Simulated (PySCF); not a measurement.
(methylsilylamino)silylmethane (C₂H₁₁NSi₂), SMILES C[SiH2]N[SiH2]C.

Geometry optimised at PBE0-D3(BJ)/def2-SVP. Other conformers were not sampled.

All values below come from PBE/def2-TZVP (PySCF).

Symmetry labels are those of the subgroup Cs that the program uses (full group Cs).

List the valence orbital energies around the gap with their symmetry. (The exact figures need the calculation; the answer reports its results.)


```tsv
orbital	symmetry	energy (eV)
HOMO−7	A"	-9.81
HOMO−6	A'	-9.66
HOMO−5	A"	-8.68
HOMO−4	A'	-8.28
HOMO−3	A'	-7.88
HOMO−2	A"	-7.69
HOMO−1	A"	-7.53
HOMO	A'	-5.88
LUMO	A'	-0.40
LUMO+1	A'	0.21
LUMO+2	A"	0.50
LUMO+3	A'	1.07
```
